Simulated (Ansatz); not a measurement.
Several settings on one geometry of `C1=Cc2cc3cc4cccc4ccc3c2=C1` (that of the charge 0 singlet, PBE-D4/def2-SVP). Ansatz on 4 threads of Arm Neoverse V2 on a shared host; times are rough.

```xyz
26

C     4.499   -0.355    0.355
C     4.085    0.968    0.264
C     2.640    0.942    0.156
C     1.517    1.740    0.037
C     0.323    0.902   -0.016
C    -0.969    1.409   -0.135
C    -2.188    0.703   -0.195
C    -3.469    1.280   -0.316
C    -4.446    0.243   -0.344
C    -3.801   -0.994   -0.241
C    -2.388   -0.766   -0.146
C    -1.425   -1.767   -0.030
C    -0.018   -1.654    0.071
C     0.760   -0.497    0.079
C     2.209   -0.449    0.185
C     3.342   -1.244    0.305
H     5.540   -0.696    0.449
H     4.728    1.857    0.273
H     1.481    2.839   -0.014
H    -1.053    2.509   -0.189
H    -3.669    2.359   -0.379
H    -5.531    0.396   -0.432
H    -4.275   -1.984   -0.233
H    -1.818   -2.798   -0.014
H     0.535   -2.604    0.154
H     3.392   -2.340    0.357
```

Totals from different functionals, basis sets or treatments of relativity can't be compared as stabilities.

The 6-31G sets use Cartesian d functions. Correlated methods freeze 16 core orbitals.

Task: Give the basis size and estimate the energy, ⟨S²⟩, dipole and time of these runs.

| run | method | charge | state | further keys |
| --- | --- | --- | --- | --- |
| 1 | RKS ωB97X-V/def2-mTZVPP | 0 | singlet | forces asked |
| 2 | RKS PBE0-DH/6-31++G** | 0 | singlet | scf: {omitted_lower_state_checks: [starts]}; forces asked |
| 3 | RHF/def2-SVPD | 0 | singlet | scf: {omitted_lower_state_checks: [starts]} |

Result: 
| run | functions | energy (Eh) | ⟨S²⟩ | dipole (D) | wall time |
| --- | --- | --- | --- | --- | --- |
| 1 | 354 | -615.6254 | – | 0.97 | 49 s |
| 2 | 362 | -614.8974 | – | 0.62 | 2.8 min |
| 3 | 400 | -611.1634 | – | – | 15 s |

The restricted singlet is unstable towards broken spin symmetry in Hartree–Fock (as tested in another run); at RKS ωB97X-V/def2-mTZVPP, RHF/def2-SVPD this wasn't settled. At RKS PBE0-DH/6-31++G** the restricted singlet is unstable: a solution with broken spin symmetry lies lower.
